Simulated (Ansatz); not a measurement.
Computed with Ansatz on PBE0-D4/def2-TZVP structures; ΔE is electronic, products minus reactants. CCSD(T)/CBS adds triple-zeta CCSD(T) − MP2 to the extrapolated MP2 energy (def2 sets, frozen cores). This one scheme is used for every species. DFT in def2-TZVPP. B3LYP here is the variant with VWN-RPA as its local correlation; programs differ in this. Each species was taken in one conformer, which may not be the lowest.

Consider the cleavage of the B–Al bond: `[BH2][Al]([CH2]F)[O]C` + `F[SiH2]N[SiH3]` → `BN([SiH3])[SiH2]F` + `C[O][AlH][CH2]F`.

`[BH2][Al]([CH2]F)[O]C`:

Z-matrix (Å, degrees):
```
C
Al 1 1.992
F 1 1.403 2 111.5
H 1 1.098 2 112.3 3 -120.5
H 1 1.098 2 112.3 3 120.5
B 2 2.124 1 124.0 3 -179.9
O 2 1.684 1 119.5 3 0.1
H 6 1.200 2 122.7 1 89.5
H 6 1.199 2 122.8 1 -90.0
C 7 1.399 2 138.7 1 -0.1
H 10 1.095 7 110.0 2 -120.4
H 10 1.095 7 109.9 2 121.1
H 10 1.095 7 112.3 2 0.3
```

`F[SiH2]N[SiH3]`:

```xyz
10

F    -1.467    1.677   -1.254
Si   -1.429    0.259   -0.511
N    -0.148    0.139    0.609
Si    1.483   -0.373    0.318
H    -2.719    0.140    0.207
H    -1.239   -0.761   -1.564
H    -0.338    0.506    1.532
H     2.454    0.741    0.484
H     1.531   -0.871   -1.078
H     1.873   -1.457    1.258
```

`BN([SiH3])[SiH2]F`:

Z-matrix (Å, degrees):
```
Si
N 1 1.761
H 1 1.483 2 110.0
H 1 1.485 2 107.6 3 -119.5
H 1 1.482 2 110.1 3 121.0
Si 2 1.732 1 121.8 3 118.9
B 2 1.414 1 117.3 3 -62.2
F 6 1.598 2 109.5 1 72.0
H 6 1.476 2 109.3 1 -169.4
H 6 1.480 2 109.9 1 -44.6
H 7 1.197 2 120.3 1 -179.0
H 7 1.201 2 119.1 1 1.3
```

`C[O][AlH][CH2]F`:

```xyz
11

C    -1.957   -0.210    0.166
O    -0.932    0.294    0.975
Al    0.731    0.500    0.897
C     1.749   -0.059   -0.710
F     0.908   -0.609   -1.687
H    -2.695    0.574   -0.030
H    -2.468   -1.030    0.681
H    -1.584   -0.582   -0.794
H     1.446    1.152    2.145
H     2.287    0.780   -1.170
H     2.515   -0.810   -0.473
```

```json
{"level": "PBE0-D4", "ΔE (kcal/mol)": "-35.1", "difference from CCSD(T)/CBS": "0.7"}
{"level": "ωB97X-V", "ΔE (kcal/mol)": "-35.4", "difference from CCSD(T)/CBS": "0.4"}
{"level": "ωB97M-V", "ΔE (kcal/mol)": "-37.0", "difference from CCSD(T)/CBS": "-1.2"}
{"level": "B2PLYP", "ΔE (kcal/mol)": "-36.3", "difference from CCSD(T)/CBS": "-0.5"}
{"level": "PBE", "ΔE (kcal/mol)": "-34.3", "difference from CCSD(T)/CBS": "1.5"}
{"level": "r2SCAN", "ΔE (kcal/mol)": "-36.1", "difference from CCSD(T)/CBS": "-0.3"}
{"level": "PBE0", "ΔE (kcal/mol)": "-34.4", "difference from CCSD(T)/CBS": "1.4"}
{"level": "B3LYP", "ΔE (kcal/mol)": "-35.1", "difference from CCSD(T)/CBS": "0.7"}
{"level": "MP2/def2-TZVPP", "ΔE (kcal/mol)": "-38.1", "difference from CCSD(T)/CBS": "-2.3"}
{"level": "SCS-MP2/def2-TZVPP", "ΔE (kcal/mol)": "-37.2", "difference from CCSD(T)/CBS": "-1.4"}
{"level": "CCSD(T)/def2-TZVPP", "ΔE (kcal/mol)": "-36.1", "difference from CCSD(T)/CBS": "-0.3"}
{"level": "HF/def2-QZVPP", "ΔE (kcal/mol)": "-34.7", "difference from CCSD(T)/CBS": "1.1"}
{"level": "MP2/def2-QZVPP", "ΔE (kcal/mol)": "-38.0", "difference from CCSD(T)/CBS": "-2.2"}
{"level": "HF/CBS(def2)", "ΔE (kcal/mol)": "-34.7", "difference from CCSD(T)/CBS": "1.1"}
{"level": "MP2/CBS(def2)", "ΔE (kcal/mol)": "-37.8", "difference from CCSD(T)/CBS": "-2.0"}
{"level": "CCSD/CBS(def2)", "ΔE (kcal/mol)": "-35.2", "difference from CCSD(T)/CBS": "0.6"}
{"level": "CCSD(T)/CBS", "ΔE (kcal/mol)": "-35.8", "difference from CCSD(T)/CBS": "0"}
```

Largest T1 diagnostic among the species: 0.012.

In def2-TZVPP, CCSD(T) changes the Hartree–Fock value by −1.5 kcal/mol (the triples alone add −0.6 kcal/mol) and MP2 by −3.5 kcal/mol. The D4 term adds −1.5 kcal/mol with B3LYP and −0.7 kcal/mol with PBE0; it sums over pairs of atoms, weighted by their polarisabilities, and B3LYP, whose exchange is more repulsive, gets the larger term.
